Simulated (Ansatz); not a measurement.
The cluster NbO2⁻: single points at one geometry.

```yaml
crystal:
  periodic: [false, false, false]
  atoms:
    - {symbol: Nb, position_ang: [0.059013, 0.103625, -1.178148]}
    - {symbol: O, position_ang: [0.493501, 0.445647, 0.659026]}
    - {symbol: O, position_ang: [-0.552504, -0.549283, 0.519122]}
basis:
  gaussian: {orbitals: def2-TZVPD, initial_orbitals: start.molden}
total_charge: -1
hamiltonian: {xc: {name: BHLYP}, dispersion: d4}
scf: {omitted_lower_state_checks: [starts]}
output: {orbitals: {seedname: orbitals}}
```

The file start.molden holds the orbitals of an earlier run on this structure, at another level or in another basis.

```sh
$ ansatz run in.yaml --threads 4 --pin off --events-out ev --progress --plain --max-ram 3916MiB
```

Output, abridged:

```
Functional definition: BHLYP
854 factors; their error is unknown
mean field evaluation 1: about -5637.2542 eV, gradient 6.8e0 eV
mean field evaluation 2: about -5637.3803 eV, gradient 3.2e-1 eV
mean field evaluation 4: about -5637.4502 eV, gradient 3.4e-1 eV
mean field evaluation 8: about -5637.4504 eV, gradient 2.4e-5 eV
mean field evaluation 16: about -5637.4504 eV, gradient 2.6e-5 eV
mean field -5637.45035074 eV, -207.1724791885 hartree, gradient 2.6e-5 eV, S^2 0.000000; 0 other end points of the search recorded, 0 dependent functions left out
reference -5637.45047240 eV, -207.1724836594 hartree; 15, 15 occupied and 105, 105 virtual orbitals, 854 factors
Total energy: -5637.54445638 eV, -207.1759375070 hartree
Checks for a lower state left out: starts
```

Hardware: 4 threads of Arm Neoverse V2 on a shared host. Wall time 2.2 s.

As the first input, with `hamiltonian: {xc: pbe, dispersion: d4}`, `output: {forces: true, orbitals: {seedname: orbitals}}` (abridged; 0.95 s):

```
Functional definition: PBE
mean field -5639.59216902 eV, -207.2511895585 hartree, gradient 1.4e-5 eV, S^2 0.000000
Total energy: -5639.65885696 eV, -207.2536402953 hartree
Atom 0 force     0.013771     0.024184    -0.274950 eV/Å
Atom 1 force     0.135652     0.123486     0.156540 eV/Å
Atom 2 force    -0.149424    -0.147670     0.118410 eV/Å
Dipole moment:    -0.016474    -0.028930     0.328899 e Å
Checks for a lower state left out: starts
```

As the first input, with `hamiltonian: {xc: {name: wB97M-V}}` (abridged; 10 s):

```
Functional definition: wB97M-V
mean field -5639.30242651 eV, -207.2405417179 hartree, gradient 1.1e-5 eV, S^2 0.000000
Total energy: -5639.30246473 eV, -207.2405431225 hartree
Checks for a lower state left out: starts
```

The first input with `gaussian: {orbitals: "def2-TZVPPD.json", initial_orbitals: start.molden}`, `correlation: {method: ccsd_t}` and without the key `hamiltonian` (abridged; 7.5 s):

```
Functional definition: HF
mean field evaluation 16: about -5601.4367 eV, gradient 8.7e0 eV
mean field evaluation 32: about -5589.2922 eV, gradient 2.9e1 eV
mean field evaluation 64: about -5601.3146 eV, gradient 1.6e1 eV
mean field evaluation 96: about -5602.0657 eV, gradient 2.2e-4 eV
mean field evaluation 128: about -5602.8589 eV, gradient 4.3e-4 eV
mean field -5606.01833193 eV, -206.0173738026 hartree, gradient 2.1e-6 eV, S^2 0.000000; 1 other end points of the search recorded, 0 dependent functions left out; unrestricted orbitals would lower it
determinant -5606.01833193 eV, -206.0173738026 hartree, with singles and doubles -5630.30700663 eV, -206.9099661345 hartree
determinant -5605.65660734 eV, -206.0040806692 hartree, with singles and doubles -5629.74019289 eV, -206.8891361138 hartree
2 core orbitals not correlated: weight in the atoms' cores, before any rotation towards them, 1.000 or more for the frozen orbitals, at most 0.000 for the correlated occupied ones
second order -24.27239948 eV of doubles, -0.00000000 eV of singles
cycle   1  -24.19103783 eV  change    -1.1e0 eV  update   3.5e-2
cycle   2  -24.24067364 eV  change   -5.0e-2 eV  update   1.4e-2
cycle   3  -24.23654264 eV  change    4.1e-3 eV  update   9.6e-3
[...]
cycle   8  -24.25225867 eV  change   -6.4e-4 eV  update   1.6e-3
cycle   9  -24.25137170 eV  change    8.9e-4 eV  update   1.4e-3
cycle  10  -24.25006306 eV  change    1.3e-3 eV  update   1.1e-3
cycle  11  -24.25051808 eV  change   -4.6e-4 eV  update   6.6e-4
cycle  12  -24.25099997 eV  change   -4.8e-4 eV  update   3.8e-4
cycle  13  -24.25100811 eV  change   -8.1e-6 eV  update   2.4e-4
cycle  14  -24.25116340 eV  change   -1.6e-4 eV  update   1.3e-4
cycle  15  -24.25115160 eV  change    1.2e-5 eV  update   6.5e-5
cycle  16  -24.25113964 eV  change    1.2e-5 eV  update   3.3e-5
cycle  17  -24.25116701 eV  change   -2.7e-5 eV  update   1.7e-5
cycle  18  -24.25116100 eV  change    6.0e-6 eV  update   9.7e-6
perturbative correction -1.43087941 eV, -0.0525838483 hartree
Total energy: -5631.70037234 eV, -206.9611713797 hartree
Checks for a lower state left out: starts
```

As the first input, with `hamiltonian: {xc: pbe0, dispersion: d4}` (abridged; 1.9 s):

```
Functional definition: PBE0
mean field evaluation 16: about -5637.9442 eV, gradient 2.2e-5 eV
mean field -5637.94422097 eV, -207.1906285847 hartree, gradient 2.2e-5 eV, S^2 0.000000
Total energy: -5637.99917440 eV, -207.1926480861 hartree
Checks for a lower state left out: starts
```

As the first input, with `hamiltonian: {xc: r2scan, dispersion: d4}` (abridged; 1.8 s):

```
Functional definition: r2SCAN
mean field -5641.48640121 eV, -207.3208013077 hartree, gradient 2.5e-5 eV, S^2 0.000000
Total energy: -5641.49962480 eV, -207.3212872655 hartree
Checks for a lower state left out: starts
```

Geometry: r2SCAN-D4/def2-TZVPD.

In the def2 sets Nb takes a core potential; there is no spin–orbit coupling. Correlated methods freeze 2 core orbitals; core or outer-core shells of Nb are correlated, in sets that lack core-valence functions. The structure holds 1 bond(s) between oxygen atoms. The restricted singlet is unstable towards broken spin symmetry in Hartree–Fock (as tested in another run); at BHLYP-D4/def2-TZVPD, PBE-D4/def2-TZVPD, ωB97M-V/def2-TZVPD, PBE0-D4/def2-TZVPD and others this wasn't settled. At PBE-D4/def2-TZVPD, PBE0-D4/def2-TZVPD, r2SCAN-D4/def2-TZVPD the highest occupied level of the charge -1 singlet lies above zero (up to 1.80 eV). The electron is either unbound and held by the finite basis, or the level is raised by self-interaction error. At PBE-D4/def2-TZVPD an occupied level of the charge -1 singlet lies above an empty one (by up to 0.10 eV), so this SCF solution is probably not the lowest. At CCSD(T)/def2-TZVPPD the restricted singlet (for correlated methods, its reference) is unstable: a solution with broken spin symmetry lies lower. No other spin state of charge -1 was run. The geometry of the singlet was relaxed on an unsound state (restricted singlet whose occupied levels cross empty ones at other levels, untested at these). Another isomer (singlet) lies 6.23 eV lower at PBE0-D4/def2-TZVPD; other spin states weren't run for this one.
